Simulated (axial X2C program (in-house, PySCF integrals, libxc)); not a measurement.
**Cu₂ along the bond: PW91, with spin–orbit coupling**

Calculated with an in-house all-electron X2C program for linear molecules (integrals from PySCF). Two-component (2c) means X2C with spin–orbit coupling and atomic mean-field two-electron Coulomb and Gaunt terms. Basis: Cu dyall-cv3z [9s9p6d3f2g] (cores contracted in-house); Gaussian nuclei, density fitting, unrestricted open shells. Masses: Cu 62.930 u.

State: Ω = 0 (closed shell).

Results along the bond:

| R (Å) | HOMO (eV) | LUMO (eV) |
| --- | --- | --- |
| 1.953 | -4.52 | -2.95 |
| 2.043 | -4.57 | -3.03 |
| 2.110 | -4.60 | -3.08 |
| 2.178 | -4.62 | -3.13 |
| 2.245 | -4.64 | -3.19 |
| 2.324 | -4.66 | -3.25 |
| 2.402 | -4.68 | -3.31 |
| 2.503 | -4.70 | -3.38 |
| 2.627 | -4.72 | -3.47 |
| 2.806 | -4.76 | -3.60 |
| 3.053 | -4.81 | -3.77 |
| 3.368 | -4.84 | -3.96 |

Occupations by symmetry block were frozen at the best pattern of an incomplete PBE0 search. The closed shell is kept restricted, so the energy runs too high when the bond is stretched far.
